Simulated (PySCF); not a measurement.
CH6N2O2Si2.
Atom-mapped SMILES: `[O:1]=[C:2]([OH:3])[SiH:4]1[NH:5][SiH2:6][NH:7]1`

NICS = −σ at a ghost point: NICS(0) at the centroid of the ring atoms, NICS(1) 1 Å to either side along the normal of their mean plane, zz for the tensor component along that normal. Level: GIAO KT2/pcSseg-2 (PySCF, non-relativistic, gas phase) on the PBE0-D3(BJ)/def2-SVP geometry, one conformer.

Ring bond lengths (Å): Si4–N5 1.738, N5–Si6 1.750, Si6–N7 1.750, N7–Si4 1.738.

What do the NICS probes read (ppm)?

| ring | type | NICS(0) | NICS(1), two faces | NICS(1)zz, two faces | rms pucker (Å) | centre to ring atoms, mean (Å) |
| --- | --- | --- | --- | --- | --- | --- |
| Si4–N5–Si6–N7 | 4-membered ring with 2 N and 2 Si; formal bonds all single | -7.2 | -1.6 / -1.2 | -1.3 / -1.5 | 0.02 | 1.23 |

What do they say, and how far can they be read as aromaticity?

- Si4–N5–Si6–N7: mean NICS(1)zz -1.4 ppm, near zero. Si4, Si6 have four or more neighbours; no verdict on aromaticity is drawn. NICS(0) lies 6 ppm below the mean NICS(1).

What is the mean of the two in-plane components of NICS at the first NICS(1) probe listed for ring Si4–N5–Si6–N7, 1 Å off the ring?

The isotropic value is a third of the trace: (3 × -1.6 − (-1.3))/2 = -1.8 ppm.

Give the inner angles of the rings.

- Si4–N5–Si6–N7: Si4 86.9°, N5 93.4°, Si6 86.2°, N7 93.4°; sum 359.9° against 360° for a flat convex ring.

How shielded are the nuclei of the rings and their hydrogens (means over atoms taken as equivalent)?

```json
{"atoms": "Si4", "environment": "SiH silicon", "σ isotropic (ppm)": "372.4"}
{"atoms": "N5 (×2)", "environment": "nitrogen bridging silicon atoms", "σ isotropic (ppm)": "232.5"}
{"atoms": "Si6", "environment": "SiH2 silicon", "σ isotropic (ppm)": "357.9"}
{"atoms": "H on Si4", "environment": "Si–H hydrogen", "σ isotropic (ppm)": "25.26"}
{"atoms": "H on N5 (×2)", "environment": "N–H hydrogen", "σ isotropic (ppm)": "30.60"}
{"atoms": "H on Si6", "environment": "Si–H hydrogen", "σ isotropic (ppm)": "24.99"}
{"atoms": "H on Si6", "environment": "Si–H hydrogen", "σ isotropic (ppm)": "24.88"}
```

How do the values depend on the level or the medium?

```csv
level,"NICS(0), Si4–N5–Si6–N7","mean NICS(1)zz, Si4–N5–Si6–N7"
"KT2/pcSseg-2, gas",-7.2,-1.4
"PBE0/pcSseg-1, gas",-8.6,-1.0
```

The geometry is the same throughout.

Shape of the structure used: `[O:1]=[C:2]([OH:3])[SiH:4]1[NH:5][SiH2:6][NH:7]1`: O1–C2–Si4–N5 136°, H–O3–C2–O1 0°.
